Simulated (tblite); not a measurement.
Species: C3H12NPSi2.
Numbering: `[CH2:1]=[CH:2][SiH2:3][Si@:4]([CH3:5])([NH2:6])[PH2:7]` (hydrogens: H8, H9 on C1; H10 on C2; H11, H12 on Si3; H13, H14, H15 on C5; H16, H17 on N6; H18, H19 on P7)

Computed geometry: GFN2-xTB, gas phase.

Problem. Give the optimised bond lengths and angles.

Solution. 
```tsv
bond	length (pm)
C1=C2	132.4
C2–Si3	188.1
Si3–Si4	233.8
Si4–C5	190.8
Si4–N6	173.8
Si4–P7	228.1
C1–H8	107.8
C1–H9	108.0
C2–H10	108.4
Si3–H11	147.1
Si3–H12	147.5
C5–H13, C5–H14, C5–H15	108.6
N6–H16, N6–H17	100.9
P7–H18, P7–H19	138.3
```

Bonds in one row agree within 1 pm and their mean is given. A selection of angles:
```tsv
angle	degrees
C2–C1–H8	121.5
C2–C1–H9	122.8
H8–C1–H9	115.7
C1–C2–Si3	125.4
C1–C2–H10	118.2
Si3–C2–H10	116.4
C2–Si3–Si4	109.6
C2–Si3–H11	108.5
C2–Si3–H12	107.2
Si4–Si3–H11	113.2
Si4–Si3–H12	112.1
H11–Si3–H12	106.0
Si3–Si4–C5	114.2
Si3–Si4–N6	106.2
Si3–Si4–P7	115.7
C5–Si4–N6	104.6
C5–Si4–P7	104.9
N6–Si4–P7	110.5
Si4–C5–H13	111.5
H13–C5–H14	108.0
Si4–N6–H16	118.2
Si4–N6–H17	118.6
H16–N6–H17	109.0
Si4–P7–H18	94.8
Si4–P7–H19	94.4
H18–P7–H19	92.1
```

Dihedral angles: C1–C2–Si3–Si4 -117° (anticlinal); C2–Si3–Si4–C5 58° (synclinal).

P7 (three-coordinate phosphorus) is pyramidal (angles 94.8°, 94.4° and 92.1°, sum 281.3°, 0.84 Å off the plane of its three neighbours). N6 (silicon-bound nitrogen) is pyramidal (angles 118.6°, 118.2° and 109.0°, sum 345.8°, 0.26 Å off the plane of its three neighbours). Si3 (SiH2 silicon) is distorted tetrahedral (angles from 106.0° to 113.2°). The 2 C–Si bonds span 1.881 Å (C2–Si3, drawn single) to 1.908 Å (Si4–C5, drawn single), a spread of 0.027 Å. Si4 (four-coordinate silicon) is distorted tetrahedral (angles from 104.6° to 115.7°).

Point group: C1 (no symmetry element, even within 0.4 Å). Its lowest GFN2-xTB frequency is 14 cm⁻¹, too small to tell a flat minimum from a shallow saddle. One conformer, not necessarily the lowest (C1–C2–Si3–Si4 -117°, C2–Si3–Si4–C5 58°, Si3–Si4–N6–H 165° and -60°, Si3–Si4–P7–H -54° and 39°). 3 starts were optimised and ended at 0.00, 0.06 and 1.34 kcal/mol (GFN2-xTB); the lowest of these is shown.
